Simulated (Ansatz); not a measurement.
Species: CClF$_{2}$, charge 0, multiplicity 2. It need not be the lowest isomer of its formula. SMILES: F[C](F)Cl
Coordinates optimised at B3LYP-D3(BJ)/def2-TZVP (Ansatz, an electronic-structure program):
```
C
F 1 1.3231
F 1 1.3231 2 110.37
Cl 1 1.7352 2 114.07 3 -129.96
```
Charge 0, spin multiplicity 2.

### Question
Give the harmonic wavenumbers at B3LYP-D3(BJ)/def2-TZVP (Ansatz, finite differences of forces, unscaled).

### Answer
361, 417, 594, 743, 1149, 1205 cm⁻¹. Zero-point energy 6.4 kcal/mol.

### Question
From these and the geometry, give the ideal-gas thermochemistry at 298.15 K and 1 atm (rigid rotor, harmonic oscillator).

### Answer
Point group Cs, rotational symmetry number 1. Rotational constants 10.89, 4.859, 3.431 GHz. S(trans) 39.25, S(rot) 24.98, S(vib) 2.83, S(elec, spin only) 1.38, S 68.4 cal/(mol K). H(298) - H(0) 2.96 kcal/mol; G - E(el) -11.1 kcal/mol.
